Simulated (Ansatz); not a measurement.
The cluster B₂Mo₂⁺, relaxed as a doublet with UKS r2SCAN-D4/def2-TZVP in Ansatz, starting from the r2SCAN-D4/def2-TZVP geometry of the neutral singlet. Force threshold 0.02 eV/Å.

In the def2 sets Mo takes a core potential; there is no spin–orbit coupling. The relaxed charge 1 doublet is spin-contaminated (final ⟨S²⟩ up to 1.35, 0.75 for a pure state). The relaxation made no stability test and no search for a lower SCF solution. No other spin state of charge 1 was run. The structure comes from a short search, and lower isomers may exist.

Start:

```xyz
4

Mo   -0.681   -0.724    0.609
Mo    0.631    0.980    0.030
B    -1.174    0.656   -0.727
B     1.224   -0.911    0.089
```

```json
{"step": "1", "energy (eV)": "-5053.8554", "largest force component (eV/Å)": "1.687", "SCF passes": "29"}
{"step": "2", "energy (eV)": "-5053.9541", "largest force component (eV/Å)": "0.504", "SCF passes": "88"}
{"step": "3", "energy (eV)": "-5054.0197", "largest force component (eV/Å)": "0.267", "SCF passes": "50"}
{"step": "4", "energy (eV)": "-5054.0364", "largest force component (eV/Å)": "0.335", "SCF passes": "47"}
{"step": "5", "energy (eV)": "-5054.0439", "largest force component (eV/Å)": "0.254", "SCF passes": "42"}
{"step": "6", "energy (eV)": "-5054.0471", "largest force component (eV/Å)": "0.126", "SCF passes": "43"}
{"step": "7", "energy (eV)": "-5054.0478", "largest force component (eV/Å)": "0.006", "SCF passes": "42"}
```

Force components are those of the run's own axes.

End:

```
atom    x (Å)    y (Å)    z (Å)
 Mo1  -0.7257  -0.7739   0.6460
 Mo2   0.6727   1.0437   0.0280
  B3  -1.1076   0.6064  -0.7230
  B4   1.1606  -0.8762   0.0489
```

By distances, no bond broke or formed. The bond that changes most is Mo1–Mo2, from 2.23 to 2.38 Å (atoms count from 1).

No frequencies were taken in this run, so the end may be a saddle point.

Run time 34 s (4 threads of Arm Neoverse V1 on a shared host).
